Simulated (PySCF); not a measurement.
CH₂F₄Si, SMILES FC(F)(F)[SiH2]F. Atoms are numbered in the order given.

```xyz
8

Si     0.6017    -1.0915     0.0000
F     -0.6850    -2.0741     0.0000
C     -0.0381     0.7246     0.0000
F     -0.7750     1.0097    -1.0792
F     -0.7750     1.0097     1.0792
F      1.0166     1.5586     0.0000
H      1.3851    -1.3007    -1.2414
H      1.3851    -1.3007     1.2414
```

The structure is a stationary point at PBE0-D3(BJ)/def2-SVP.

The numbers are results of ωB97X/def2-TZVP (PySCF), not measurements.

Symmetry labels are those of the subgroup Cs that the program uses (full group Cs).

Computed valence orbital energies around the gap with their symmetry:
```
orbital  symmetry  energy (eV)
-------  --------  -----------
HOMO−7         A'       -15.93
HOMO−6         A"       -15.83
HOMO−5         A'       -15.28
HOMO−4         A"       -15.13
HOMO−3         A'       -15.10
HOMO−2         A"       -14.54
HOMO−1         A"       -12.97
HOMO           A'       -12.16
LUMO           A'         1.59
LUMO+1         A'         2.70
LUMO+2         A"         3.42
LUMO+3         A'         3.75
```
